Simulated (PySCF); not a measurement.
A compound of formula C16H7F5O3S has these computed shifts in ppm, with the number of atoms in brackets (GIAO KT3/pcSseg-1, gas phase, PySCF SCF with an in-house response code, fitting set def2-universal-JFIT, grid level 2, non-relativistic, geometry: GFN2-xTB; 13C, 1H against isolated TMS; 19F against isolated CFCl3; 17O against isolated H2O; 33S against isolated CS2).

1H: 8.14 (1), 7.84 (1), 7.83 (1), 7.81 (1), 7.60 (1), 7.56 (1), 7.45 (1)
13C: 144.9 (1), 144.5 (1), 141.7 (2), 139.0 (2), 126.0 (1), 123.2 (1), 122.8 (1), 122.3 (1), 121.6 (1), 121.0 (1), 119.8 (1), 118.3 (1), 112.9 (1), 107.9 (1)
17O: 274.1 (2), 249.6 (1)
33S: 271.7 (1)
19F: -159.2 (2), -174.0 (1), -185.1 (2)

Task: Which structure gave them?

Result: O=S(=O)(Oc1ccc2ccccc2c1)c1c(F)c(F)c(F)c(F)c1F. Other isomers were not compared.
